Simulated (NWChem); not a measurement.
# isocyanic acid (CHNO); SMILES C(=O)=N

```xyz
4

N      0.1655     1.1780     0.0000
C     -0.0132    -0.0279     0.0000
O     -0.0298    -1.2024     0.0000
H     -0.5663     1.8721     0.0000
```
Atoms are numbered in this order, from 1.

Computed with NWChem. All runs use the structure optimised with B3LYP/6-31G* (spherical d). Level: PBE0/aug-cc-pVDZ; rows give the wavelength of the field.

Question: Order these by “anisotropy (bohr³)”, lowest first: static; 400 nm; 589 nm.

Answer: static (18.9), 589 nm (19.6), 400 nm (20.5)
